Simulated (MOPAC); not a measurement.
MOPAC input (PM7):

```
PM7 FORCE THERMO(298,298) PRECISE LET CHARGE=1 GEO-OK AUX(PRECISION=9) THREADS=1
CH3Be

Be   -0.83637822 1   -0.48500687 1   -0.65572022 1
C     0.26210034 1    0.15198911 1    0.20548662 1
H     0.85506903 1   -0.59294185 1    0.76351680 1
H    -0.13697783 1    0.84904533 1    0.96231003 1
H     0.98852083 1    0.73354308 1   -0.38784382 1
```

Which zero-point energy does it print?

20.55 kcal/mol, from the harmonic wavenumbers of PM7.
